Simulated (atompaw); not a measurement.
**Reading a pseudo-wave (Co (Z = 27))**

Columns: radius, all-electron u(r) and pseudo u(r) of the 3s shell (level -111.23 eV) of cobalt in the configuration [Ne] 3s2 3p6 3d7 4s1 4p0; PBE, scalar-relativistic, PAW (atompaw) scheme, atompaw 4.2.0.5.

| r (bohr) | all-electron | pseudo |
| --- | --- | --- |
| 0.067 | 0.0728 | 0.2845 |
| 0.135 | -0.5745 | 0.5604 |
| 0.202 | -0.6363 | 0.8079 |
| 0.269 | -0.3022 | 1.0214 |
| 0.337 | 0.1663 | 1.1955 |
| 0.404 | 0.5934 | 1.3206 |
| 0.471 | 0.9193 | 1.3982 |
| 0.538 | 1.1310 | 1.4297 |
| 0.606 | 1.2417 | 1.4189 |
| 0.673 | 1.2701 | 1.3725 |
| 0.740 | 1.2416 | 1.2985 |
| 0.808 | 1.1741 | 1.2037 |
| 0.875 | 1.0854 | 1.0993 |
| 0.942 | 0.9859 | 0.9911 |
| 1.010 | 0.8819 | 0.8830 |
| 1.077 | 0.7817 | 0.7817 |
| 1.144 | 0.6869 | 0.6869 |
| 1.212 | 0.5982 | 0.5982 |
| 1.279 | 0.5190 | 0.5190 |
| 1.346 | 0.4481 | 0.4481 |
| 1.413 | 0.3854 | 0.3854 |
| 1.481 | 0.3296 | 0.3296 |
| 1.548 | 0.2816 | 0.2816 |
| 1.615 | 0.2400 | 0.2400 |
| 1.683 | 0.2037 | 0.2037 |
| 1.750 | 0.1729 | 0.1729 |

(1) How many radial nodes do the two functions have?

(2) At about which radius was the pseudo-wave matched?

(3) Is the pseudo-wave norm-conserving?

## Answers

(1) The all-electron 3s function has n − l − 1 = 2; the pseudo-wave has 0, since the states of the same l below it are removed with the core.

(2) 1.10 bohr, where the columns begin to agree (steps of 0.07 bohr).

(3) No, it belongs to a PAW set: the norm inside the radius is not constrained, and the difference is carried by the augmentation charge.
